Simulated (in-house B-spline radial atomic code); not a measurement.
RPA and G0W0 for the europium ion Eu²⁺, [Xe] 4f7, highest spin, as one setting changes: the share of exact exchange in the PBE hybrid start. A dash marks a level of low quasi-particle weight. Computed with an all-electron radial atomic-structure program (B-spline basis): all electrons, scalar-relativistic (spin-free one-electron X2C), finite nucleus, each spin shell either full or empty, empty states to l = 9 with an (l + 1/2)⁻⁴ tail; G0W0 by contour deformation at full frequency.

Without the two-electron picture change, the correlation of inner shells comes somewhat too large for so heavy an element.

| share of exact exchange in the PBE hybrid start | mean-field level (eV) | G0W0 level (eV) | RPA correlation (Eh) |
| --- | --- | --- | --- |
| 0 | -17.648 | - | -5.2717 |
| 0.1 | -18.683 | 4f up -24.994 | -5.2198 |
| 0.2 | ? | ? | ? |
| 0.3 | -20.815 | 4f up -25.239 | -5.1236 |
| 0.4 | -21.910 | 4f up -25.302 | -5.0783 |
| 0.5 | -23.025 | 4f up -25.339 | -5.0348 |
| 0.6 | -24.158 | 4f up -25.355 | -4.9927 |
| 0.7 | -25.310 | 4f up -25.355 | -4.9519 |
| 0.8 | -26.479 | 4f up -25.341 | -4.9124 |
| 0.9 | ? | ? | ? |
| 1 | -28.869 | 4f up -25.280 | -4.8368 |

Task: What belongs in the row for 0.2?

Result: mean-field level (eV): -19.739; G0W0 level (eV): 4f up -25.140; RPA correlation (Eh): -5.1706.

Task: What belongs in the row for 0.9?

Result: mean-field level (eV): -27.666; G0W0 level (eV): 4f up -25.315; RPA correlation (Eh): -4.8741.

Task: At what share of exact exchange does G0W0 leave the highest level unchanged?

Result: Near 0.70, where the shift changes sign (-0.045 eV at 0.7, +1.138 eV at 0.8).
